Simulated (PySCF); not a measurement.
## The potential of point charges around `c1cc(C2C[SiH2]C2)ccn1`

Species: `c1cc(C2C[SiH2]C2)ccn1`. Coordinates (PBE0-D3(BJ)/def2-SVP, Å) and charges (e) from the PBE0/pcSseg-1 density (PySCF):

| atom | x | y | z | Mulliken | IAO | Hirshfeld | ESP-fitted |
| --- | --- | --- | --- | --- | --- | --- | --- |
| C1 | -2.631 | 0.462 | 1.432 | +0.1683 | -0.0076 | +0.0135 | +0.4871 |
| C2 | -1.323 | 0.514 | 0.959 | -0.1658 | -0.1936 | -0.0552 | -0.5736 |
| C3 | -0.951 | -0.298 | -0.121 | -0.0779 | +0.0407 | +0.0233 | +0.4900 |
| C4 | 0.448 | -0.286 | -0.673 | -0.2407 | -0.1030 | -0.0179 | +0.1617 |
| C5 | 0.921 | 1.133 | -1.149 | -0.4307 | -0.5512 | -0.1641 | -0.5159 |
| Si6 | 2.305 | 1.069 | 0.144 | +0.6018 | +0.7415 | +0.3422 | +0.5751 |
| C7 | 1.541 | -0.648 | 0.395 | -0.4306 | -0.5509 | -0.1639 | -0.5234 |
| C8 | -1.944 | -1.120 | -0.657 | -0.1473 | -0.1894 | -0.0591 | -0.7586 |
| C9 | -3.226 | -1.095 | -0.107 | +0.1623 | -0.0072 | +0.0145 | +0.6054 |
| N10 | -3.575 | -0.324 | 0.917 | -0.4118 | -0.2837 | -0.1704 | -0.7322 |
| H11 | -2.931 | 1.094 | 2.276 | +0.1061 | +0.1520 | +0.0504 | +0.0350 |
| H12 | -0.603 | 1.186 | 1.435 | +0.1009 | +0.1462 | +0.0501 | +0.1881 |
| H13 | 0.485 | -0.999 | -1.510 | +0.1210 | +0.1366 | +0.0409 | +0.0597 |
| H14 | 1.251 | 1.141 | -2.198 | +0.1502 | +0.1514 | +0.0411 | +0.1375 |
| H15 | 0.159 | 1.917 | -1.033 | +0.1549 | +0.1511 | +0.0358 | +0.1284 |
| H16 | 2.167 | 2.016 | 1.295 | -0.0786 | -0.1206 | -0.0798 | -0.1381 |
| H17 | 3.715 | 1.133 | -0.352 | -0.0773 | -0.1162 | -0.0789 | -0.1313 |
| H18 | 1.130 | -0.872 | 1.390 | +0.1551 | +0.1511 | +0.0357 | +0.1318 |
| H19 | 2.168 | -1.500 | 0.092 | +0.1502 | +0.1514 | +0.0412 | +0.1398 |
| H20 | -1.721 | -1.778 | -1.501 | +0.0823 | +0.1494 | +0.0504 | +0.2191 |
| H21 | -4.010 | -1.738 | -0.524 | +0.1077 | +0.1519 | +0.0504 | +0.0143 |

Points outside the species (Å): A (1.3, -5.8, 0.7); B (-1.4, -3.9, 3.3); C (-0.4, -8.4, 1.9); D (-3.6, 2.5, -3.9); E (-7.7, -4.8, 5.2).

Problem. Find the potential V = 14.3996 V·Å × Σ q/r of each set of charges at these points.

Solution. In volts:

```csv
point,nearest atom,distance (Å),Mulliken,IAO,Hirshfeld,ESP-fitted
A,H19,4.43,-0.082,-0.046,+0.013,+0.058
B,H18,4.38,-0.236,-0.257,-0.092,-0.123
C,H20,7.56,-0.060,-0.044,-0.009,+0.004
D,H15,4.76,-0.185,-0.180,-0.055,-0.060
E,N10,7.44,-0.098,-0.102,-0.058,-0.103
```

Problem. How far are the other sets from the ESP-fitted one at these points?

Solution. Root-mean-square difference: Hirshfeld 0.032 V, IAO 0.095 V, Mulliken 0.102 V. The ESP scheme is a least-squares fit of atom-centred charges to the potential on four shells outside the van der Waals surface, with the total charge fixed.

Problem. What energy would a point charge of +2 e have at B in the field of the ESP charges, leaving out polarisation?

Solution. -0.246 eV = -23.7 kJ/mol, an attraction.

Isolated species at its PBE0-D3(BJ)/def2-SVP geometry (one conformer only).

The values belong to the conformer `[cH:1]1[cH:2][c:3]([CH:4]2[CH2:5][SiH2:6][CH2:7]2)[cH:8][cH:9][n:10]1`: C2–C3–C4–C5 -57°.
